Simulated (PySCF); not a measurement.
**Polarisability and C₆ of Te⁺ (tellurium, charge +1)**

[Kr] 4d10 5s2 5p3, high-spin 4S determinant. Calculation: PySCF 2.14, in ANO-RCC-VTZP (7s6p4d2f1g, 68 functions); scalar relativity by spin-free X2C-1e. Coupled (time-dependent) response in atomic units; α is the mean over directions. The basis has no added diffuse functions, which lowers α and C₆.

| method | mean α (bohr³) | C₆ (like pair) | S(−4) |
| --- | --- | --- | --- |
| UHF | 17.77 | 152.8 | 55.62 |
| PBE | 17.42 | 150.5 | 48.37 |
| PBE0 | 17.45 | 150.2 | 49.40 |
| BHandHLYP | 17.30 | 148.2 | 49.14 |

S(−4) is the Cauchy moment in α(ω) = α(0) + S(−4) ω² + …

α(iu) at BHandHLYP:

| u (hartree) | α(iu) (bohr³) |
| --- | --- |
| 0 | 17.30 |
| 0.0500 | 17.17 |
| 0.100 | 16.82 |
| 0.200 | 15.57 |
| 0.300 | 13.91 |
| 0.500 | 10.54 |
| 0.750 | 7.381 |
| 1.00 | 5.379 |
| 1.50 | 3.263 |
| 2.00 | 2.244 |
| 3.00 | 1.294 |
| 5.00 | 0.6078 |

For an ion, C₆ is the dispersion term alone; charge-induced terms of lower order in 1/R come first.
